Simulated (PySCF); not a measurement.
# Core-level binding energies of `SC1CCCCC1`

Compound: C6H12S.
Z-matrix (Å and degrees, PBE0-D3(BJ)/def2-SVP geometry), rows numbered from 1:
```
S 
C   1  1.8278
C   2  1.5268  1  107.77
C   3  1.5258  2  111.19  1   179.20
C   4  1.5248  3  111.60  2   -55.19
C   5  1.5248  4  111.19  3    54.93
C   2  1.5249  1  112.65  3   122.94
H   1  1.3505  2   96.59  3   177.44
H   2  1.1039  1  107.64  3  -116.59
H   3  1.1053  2  108.61  1    58.51
H   3  1.1017  2  109.89  1   -57.82
H   4  1.1018  3  109.81  2  -178.20
H   4  1.1050  3  109.15  2    65.68
H   5  1.1050  4  109.14  3   -65.50
H   5  1.1019  4  110.41  3   177.91
H   6  1.1019  5  110.61  4  -177.47
H   6  1.1052  5  109.24  4    65.94
H   7  1.1041  2  108.31  1   -55.39
H   7  1.1024  2  110.01  1    60.57
```

Method: delta-SCF UKS SCAN, pcX-2 on the ionised atom, pcseg-1 elsewhere, spin-free X2C in PySCF 2.14.0. Each binding energy is the total energy of the core-ionised species, with the hole localised on one atom, minus that of the ground state; both are solved self-consistently, so orbital relaxation is included.

Problem. Give the core binding energies atom by atom.

Solution. 
| atom(s) | bonded to | level | binding energy (eV) | above the level's lowest (eV) | count |
| --- | --- | --- | --- | --- | --- |
| S1 | C and H | S 1s | 2476.86 | 0.00 | 1 |
| C2 | S, 2 C and H | C 1s | 291.07 | +0.58 | 1 |
| C3/C7 | 2 C and 2 H | C 1s | 290.54 | +0.05 | 2 |
| C4/C6 | 2 C and 2 H | C 1s | 290.53 | +0.04 | 2 |
| C5 | 2 C and 2 H | C 1s | 290.49 | 0.00 | 1 |

The listed C 1s values span 0.58 eV, from C5 (bonded to 2 C and 2 H) to C2 (bonded to S, 2 C and H). The widest gap between neighbouring values is 0.53 eV, between 290.54 and 291.07 eV. Summing the Pauling electronegativity differences to the bonded atoms, each weighted by its formal bond order, gives -0.70 for the lowest site and -0.32 for the highest; no listed site has a larger sum than the highest. The values 290.49, 290.53 and 290.54 eV lie too close for their order to be trusted.

Problem. Which photon energy gives electrons from C 1s of C2 a kinetic energy of 50 eV, and what is their de Broglie wavelength?

Solution. hν = 291.07 + 50 = 341.07 eV, recoil neglected; λ = 12.264 Å/√(E/eV) = 1.73 Å.

Topologically equivalent atoms share the value of their first member; where this conformer doesn't relate them by symmetry, their own values could differ. Not every level is listed. The structure is a single PBE0-D3(BJ)/def2-SVP conformer in the gas phase; no vibrational or solvent corrections.

On an Arm Neoverse V1 with one thread (shared host), this took 72 s wall.
